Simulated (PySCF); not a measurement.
## Spin-rotation constants: `C[S@](=O)c1[nH]cc[nH+]1`, [C₄H₇N₂OS]+, charge +1

Geometry:
| atom | x (Å) | y (Å) | z (Å) |
| --- | --- | --- | --- |
| C1 | 2.443 | 0.259 | -0.096 |
| S2 | 1.459 | -1.001 | 0.813 |
| O3 | 1.379 | -2.165 | -0.041 |
| C4 | -0.184 | -0.198 | 0.379 |
| N5 | -0.979 | -0.862 | -0.458 |
| C6 | -2.164 | -0.206 | -0.587 |
| C7 | -2.089 | 0.895 | 0.212 |
| N8 | -0.856 | 0.874 | 0.804 |
| H9 | 2.133 | 0.317 | -1.134 |
| H10 | 2.352 | 1.219 | 0.400 |
| H11 | 3.477 | -0.073 | -0.055 |
| H12 | -0.692 | -1.732 | -0.899 |
| H13 | -2.958 | -0.551 | -1.217 |
| H14 | -2.807 | 1.668 | 0.396 |
| H15 | -0.520 | 1.564 | 1.462 |

Total charge +1.

Level of theory: GIAO B3LYP/pcSseg-1 magnetisability, rotational g tensor and spin-rotation constants, non-relativistic, gas phase in PySCF 2.14.0. Geometry: GFN2-xTB.

For an ion the centre-of-mass motion in the field is neglected.

Problem. Give the nuclear spin-rotation constants along the inertial axes (H = +C I·J) beside the isotropic shieldings.

Solution. Rotational constants 3.9302, 1.2441, 1.0599 GHz. A star marks the isotopologue with that one atom substituted, in its own axes.
| atom | isotope | Caa (kHz) | Cbb (kHz) | Ccc (kHz) | mean (kHz) | σ (ppm) |
| --- | --- | --- | --- | --- | --- | --- |
| N5 | 14N | 0.561 | 0.183 | 0.053 | 0.266 | 63.7 |
| N8 | 14N | 0.460 | 0.181 | 0.068 | 0.236 | 74.1 |
| H9 | 1H | -0.433 | -0.142 | 0.002 | -0.191 | 28.5 |
| H10 | 1H | -0.450 | 0.002 | -0.134 | -0.194 | 29.3 |
| H11 | 1H | 0.154 | -0.163 | -0.130 | -0.046 | 28.0 |
| H12 | 1H | -0.283 | 0.050 | -0.112 | -0.115 | 21.2 |
| H13 | 1H | -0.115 | -0.024 | -0.112 | -0.083 | 23.9 |
| H14 | 1H | 0.160 | -0.090 | -0.132 | -0.021 | 24.0 |
| H15 | 1H | -0.465 | 0.073 | -0.113 | -0.168 | 22.6 |
| C1 | 13C* | 0.919 | 0.216 | 0.188 | 0.441 | 129.8 |
| S2 | 33S* | 1.774 | 0.547 | 0.474 | 0.932 | 87.7 |
| O3 | 17O* | 0.171 | -0.373 | -0.117 | -0.106 | 245.5 |
| C4 | 13C* | 1.677 | 0.571 | 0.256 | 0.835 | 11.1 |
| C6 | 13C* | 1.727 | 0.408 | 0.175 | 0.770 | 52.8 |

For the geometry as given, no vibrational averaging.

Problem. How do the rotational constants and the g tensor change when H9, H10, H11, H12, H13, H14, H15 are replaced by deuterium?

Solution. Constants 3.3254, 1.1264, 0.9528 GHz; g -0.0329, -0.0053, 0.0129, against -0.0384, -0.0060, 0.0147 before.
